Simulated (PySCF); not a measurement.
Job file and geometry (Å, from PBE0-D3(BJ)/def2-SVP) of an NMR shielding run on [(OH)3Si]2S, GIAO PBE0/pcSseg-1 NMR shielding, non-relativistic, gas phase (PySCF 2.14.0, density-fitted response routines); density fitting, a coarse starting grid and PySCF grid level 2 are the driver's defaults:

```
$ OMP_NUM_THREADS=1 python probes_run.py task.json out

{"job": {"kind": "nmr", "xc": "PBE0", "basis": "pcSseg-1"}, "charge": 0, "multiplicity": 1}
Si    -1.221902    -1.177205    -0.322763
O      0.086463    -2.115455    -0.024959
O     -1.311716    -0.574550    -1.849068
O     -2.576031    -2.055140    -0.047624
S     -1.173325     0.495182     1.082497
Si     0.777699     1.071397     0.554527
O      1.930211    -0.072915     0.923252
O      1.228743     2.455902     1.317347
O      0.829672     1.145324    -1.108361
H      0.853441    -1.682306     0.379346
H     -0.669455     0.138268    -1.991334
H     -3.309128    -1.847748    -0.635000
H      2.254127    -0.064476     1.830589
H      0.555723     3.134835     1.425497
H      1.712718     1.072786    -1.489956
```

Q: What does the program print?

A: 
```
coarse grid: 15112 points
cycle   1  E = -1431.0454740553  dE =  1.503e+00  |g| = 1.548e+00  |ddm| = 3.765e+00
cycle   2  E = -1430.5958046712  dE =  4.497e-01  |g| = 2.216e+00  |ddm| = 2.346e+00
cycle   3  E = -1431.4536905973  dE = -8.579e-01  |g| = 1.387e-01  |ddm| = 1.560e+00
cycle   4  E = -1431.4580953419  dE = -4.405e-03  |g| = 5.571e-02  |ddm| = 2.067e-01
cycle   5  E = -1431.4587095371  dE = -6.142e-04  |g| = 1.558e-02  |ddm| = 5.874e-02
cycle   6  E = -1431.4587507744  dE = -4.124e-05  |g| = 5.528e-03  |ddm| = 1.411e-02
cycle   7  E = -1431.4587555327  dE = -4.758e-06  |g| = 1.182e-03  |ddm| = 4.132e-03
final grid: 135080 points
cycle   8  E = -1431.5694491040  dE = -3.407e-05  |g| = 1.111e-02  |ddm| = 2.121e-02
cycle   9  E = -1431.5694324191  dE =  1.668e-05  |g| = 1.493e-02  |ddm| = 1.476e-02
cycle  10  E = -1431.5694684000  dE = -3.598e-05  |g| = 9.438e-04  |ddm| = 8.724e-03
cycle  11  E = -1431.5694685949  dE = -1.949e-07  |g| = 1.690e-04  |ddm| = 1.165e-03
cycle  12  E = -1431.5694686011  dE = -6.285e-09  |g| = 6.674e-05  |ddm| = 2.514e-04
cycle  13  E = -1431.5694686022  dE = -1.062e-09  |g| = 1.565e-05  |ddm| = 7.235e-05
cycle  14  E = -1431.5694686022  dE = -2.774e-11  |g| = 6.742e-06  |ddm| = 1.364e-05
converged SCF energy = -1431.5694686022

GIAO shielding tensors (ppm)
atom      isotropic    diamagn.    paramagn.     s11        s22        s33       span
  0 Si     393.049     881.564    -488.516    359.937    399.356    419.854     59.917
  1 O      239.985     392.440    -152.455    212.488    213.471    293.994     81.506
  2 O      240.438     393.932    -153.494    210.119    223.698    287.497     77.378
  3 O      280.157     385.754    -105.597    259.529    264.746    316.196     56.667
  4 S      700.421    1064.452    -364.030    653.962    659.495    787.807    133.845
  5 Si     380.111     882.012    -501.901    349.904    373.126    417.303     67.399
  6 O      264.196     393.350    -129.154    239.556    248.783    304.247     64.691
  7 O      257.083     388.231    -131.147    223.817    241.357    306.075     82.257
  8 O      254.002     395.194    -141.192    221.995    238.847    301.163     79.168
  9 H       26.943      33.618      -6.675     15.777     24.321     40.731     24.954
 10 H       27.036      34.274      -7.238     15.922     25.217     39.967     24.045
 11 H       29.231      29.452      -0.221     20.767     24.243     42.682     21.915
 12 H       29.150      31.178      -2.028     21.451     23.179     42.819     21.368
 13 H       28.899      30.953      -2.055     20.950     24.463     41.283     20.333
 14 H       28.985      32.130      -3.145     21.627     23.006     42.321     20.694
```

Q: Turn these shieldings into chemical shifts. Referencing at the same level of theory: TMS for ²⁹Si (351.99 ppm), ¹H (31.27 ppm); ¹⁷O (334.56 ppm) vs H2O; ³³S (495.66 ppm) vs CS2.

A: Averaging equivalent atoms: Si 0/5: -34.6; O 1/2/3/6/7/8: 78.6; S 4: -205; H 9/10/11/12/13/14: 2.89 ppm. Experimental scales use liquid or dissolved standards, which lie at an offset from isolated H2O (liquid H2O: subtract about 36 ppm).

Size and cost of the density-fitted run: 204 basis functions, 2.1 min wall time on 1 thread of an Intel Xeon, shared host; peak memory 1.1 GiB.
